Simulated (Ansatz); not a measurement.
Reaction (redistribution): `[CH3][AlH][B](C)F` + `CO[SiH2]O[SiH3]` → `CB(F)O[SiH3]` + `CO[SiH2][AlH][CH3]`

Computed with Ansatz on PBE0-D4/def2-TZVP structures; ΔE is electronic, products minus reactants. CBS: MP2 limit from def2 TZ/QZ plus the TZ coupled-cluster correction, frozen cores. Functionals use def2-TZVPP. B3LYP here is the variant with VWN-RPA as its local correlation; programs differ in this. One conformer a species, not always the lowest.

Task: Is it downhill or uphill in electronic energy at CCSD(T)/CBS, and by how much? (Estimate.)

Result: The calculation gave: Downhill: ΔE = -0.53 eV.

Task: What do these levels give: r2SCAN-D4, B3LYP-D4, ωB97X-V, B2PLYP, B3LYP, HF/def2-TZVPP, SCS-MP2/def2-TZVPP, HF/def2-QZVPP, MP2/def2-QZVPP, SCS-MP2/def2-QZVPP, MP2/CBS(def2), CCSD/CBS(def2)? (Best estimate.)

Result: The calculation gave: r2SCAN-D4 -0.62, B3LYP-D4 -0.56, ωB97X-V -0.55, B2PLYP -0.54, B3LYP -0.55, HF/def2-TZVPP -0.48, SCS-MP2/def2-TZVPP -0.50, HF/def2-QZVPP -0.46, MP2/def2-QZVPP -0.51, SCS-MP2/def2-QZVPP -0.48, MP2/CBS(def2) -0.50, CCSD/CBS(def2) -0.52 eV.

Largest T1 diagnostic among the species: 0.012.

In def2-TZVPP, CCSD(T) changes the Hartree–Fock value by −0.08 eV (the triples alone add −0.01 eV) and MP2 by −0.05 eV.
